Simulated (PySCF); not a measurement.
AlCl₂H₃O₂Si, SMILES [Al]([SiH](Cl)Cl)([OH])[OH]. The structure is a stationary point at PBE-D3(BJ)/def2-SVP. The structure was generated by enumeration; whether it is a known compound was not checked. One conformer was computed; it need not be the lowest.

### Question
Give the equilibrium geometry at PBE-D3(BJ)/def2-SVP (PySCF confirms it by a frequency run) as bond lengths and angles. (An estimate is asked for; the answer gives what the named calculation found.)

### Answer
One answer among several that fit: 
Atoms: Si1 Cl2 Cl3 Al4 O5 O6 H7 H8 H9. Bonds (Å): Si1–Cl2 2.096, Si1–Cl3 2.100, Si1–Al4 2.436, Si1–H7 1.502, Al4–O5 1.711, Al4–O6 1.716, O5–H8 0.971, O6–H9 0.970. Bond angles (°): Cl2–Si1–Cl3 108.7, Cl2–Si1–Al4 107.9, Cl2–Si1–H7 106.6, Cl3–Si1–Al4 106.3, Cl3–Si1–H7 106.5, Al4–Si1–H7 120.4, Si1–Al4–O5 117.1, Si1–Al4–O6 123.0, O5–Al4–O6 119.9, Al4–O5–H8 123.2, Al4–O6–H9 123.7.
